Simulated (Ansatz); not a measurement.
A nudged elastic band was laid between two geometries of Cl2GeH2 + H2S (8 atoms, charge 0, multiplicity 1).

Theory: RKS PBE0-D4/def2-SVP in Ansatz.

* movable images: 5
* climbing image: yes
* spring: 50.0 eV/Å²
* optimiser: quadratic models (default)
* start path: through a guess of the saddle point
* force threshold: 0.05 eV/Å
* iteration limit: 60
* end points: relaxed

Initial state:

```xyz
8
Properties=species:S:1:pos:R:3
Ge -0.164 -0.353 -0.099
H -0.709 -0.165 1.313
Cl 1.926 -0.877 0.020
Cl -0.306 1.519 -1.161
H -0.846 -1.416 -0.964
S 1.358 2.217 2.286
H 1.089 2.695 1.052
H 2.262 1.340 1.798
```

Final state:

```xyz
8
Properties=species:S:1:pos:R:3
Ge 0.619 0.472 -0.563
H -0.595 0.014 3.275
Cl 2.363 -0.433 -1.436
Cl -0.586 1.316 -2.118
H -0.173 -0.629 0.148
S 1.214 2.181 0.699
H 2.112 1.446 1.395
H -0.344 0.592 2.845
```

What changes between the two ends?

Bonds broken: Ge1–H2, S6–H8. Bonds formed: Ge1–S6, H2–H8. Cl2GeH2 + H2S becomes Cl2GeH2S + H2.

What energy profile does the band end with?

It converged. The highest image is number 4 of 0 to 6, 214.2 kJ/mol above the first end and 223.2 kJ/mol above the last; the last end lies 9.1 kJ/mol below the first. Neighbouring images differ by up to 2.1 eV, so the band resolves the path poorly. The order of the stationary point at the top wasn't checked. The orbitals stay closed-shell, which can raise the energy where a bond breaks towards radicals; this wasn't checked here.

| image | path coordinate (Å) | energy (kJ/mol) | Ge1–H2 (Å) | S6–H8 (Å) | Ge1–S6 (Å) |
| --- | --- | --- | --- | --- | --- |
| 0 | 0.00 | 0.0 | 1.53 | 1.35 | 3.82 |
| 1 | 1.34 | 3.3 | 1.53 | 1.35 | 3.78 |
| 2 | 2.68 | 6.0 | 1.53 | 1.35 | 3.81 |
| 3 | 4.02 | 20.5 | 1.53 | 1.35 | 3.52 |
| 4 | 5.37 | 214.2 | 1.82 | 1.66 | 2.52 |
| 5 | 6.85 | 8.8 | 2.92 | 2.52 | 2.22 |
| 6 | 8.33 | -9.1 | 4.05 | 3.09 | 2.21 |

What is the geometry of the highest image?


```xyz
8
Properties=species:S:1:pos:R:3:forces:R:3
Ge 0.332 0.154 -0.011 -0.01 0.01 -0.01
H -0.475 0.298 1.610 -0.01 0.00 0.00
Cl 2.314 -0.417 -0.738 0.01 0.00 -0.01
Cl -0.825 1.410 -1.316 0.01 -0.01 0.01
H -0.327 -1.240 -0.080 0.00 0.00 0.01
S 1.278 2.161 1.191 -0.01 -0.02 0.01
H 2.222 1.448 1.848 0.00 0.00 0.00
H 0.090 1.144 1.743 0.02 0.02 0.00
```

The run took 4.2 min on 2 threads of Intel(R) Xeon(R) 6975P-C (Granite Rapids), on a shared host, peak memory 0.31 GiB.
